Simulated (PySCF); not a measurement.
In(CF3)(F)2 (CF5In), SMILES [C](F)(F)([In]([F])[F])F.

Coordinates come from a r2SCAN-D4/def2-SVP optimisation. The structure was generated by enumeration; whether it is a known compound was not checked. The def2 effective core potentials stand for the cores of In; spin–orbit coupling is left out.

Computed with TDA-LC-ωPBE/def2-SVPD (PySCF 2.14.0).

Vertical excitations. 

```json
[
 {"state": "S1", "energy (eV)": "6.97", "λ (nm)": "178", "f": "0.296", "main pairs": "HOMO→LUMO 68 %, HOMO−3→LUMO 17 %"},
 {"state": "S2", "energy (eV)": "7.02", "λ (nm)": "177", "f": "0.056", "main pairs": "HOMO→LUMO+1 88 %"},
 {"state": "S3", "energy (eV)": "7.17", "λ (nm)": "173", "f": "0.023", "main pairs": "HOMO−1→LUMO 83 %"},
 {"state": "S4", "energy (eV)": "7.21", "λ (nm)": "172", "f": "0.000", "main pairs": "HOMO−2→LUMO 91 %"},
 {"state": "S5", "energy (eV)": "7.60", "λ (nm)": "163", "f": "0.065", "main pairs": "HOMO−4→LUMO 77 %"},
 {"state": "S6", "energy (eV)": "7.80", "λ (nm)": "159", "f": "0.130", "main pairs": "HOMO−3→LUMO 61 %, HOMO→LUMO 20 %"},
 {"state": "S7", "energy (eV)": "8.14", "λ (nm)": "152", "f": "0.004", "main pairs": "HOMO−1→LUMO+1 84 %"},
 {"state": "S8", "energy (eV)": "8.15", "λ (nm)": "152", "f": "0.027", "main pairs": "HOMO−2→LUMO+1 42 %, HOMO−5→LUMO 37 %, HOMO−1→LUMO+1 12 %"},
 {"state": "S9", "energy (eV)": "8.64", "λ (nm)": "143", "f": "0.014", "main pairs": "HOMO−3→LUMO+1 84 %"},
 {"state": "S10", "energy (eV)": "8.91", "λ (nm)": "139", "f": "0.000", "main pairs": "HOMO−5→LUMO+1 94 %"},
 {"state": "T1", "energy (eV)": "5.10", "λ (nm)": "243", "f": "0", "main pairs": "HOMO→LUMO 89 %"},
 {"state": "T2", "energy (eV)": "6.36", "λ (nm)": "195", "f": "0", "main pairs": "HOMO→LUMO+1 92 %"},
 {"state": "T3", "energy (eV)": "6.61", "λ (nm)": "188", "f": "0", "main pairs": "HOMO−1→LUMO 88 %"},
 {"state": "T4", "energy (eV)": "6.76", "λ (nm)": "183", "f": "0", "main pairs": "HOMO−2→LUMO 88 %"}
]
```
Triplets are in the Tamm–Dancoff approximation.
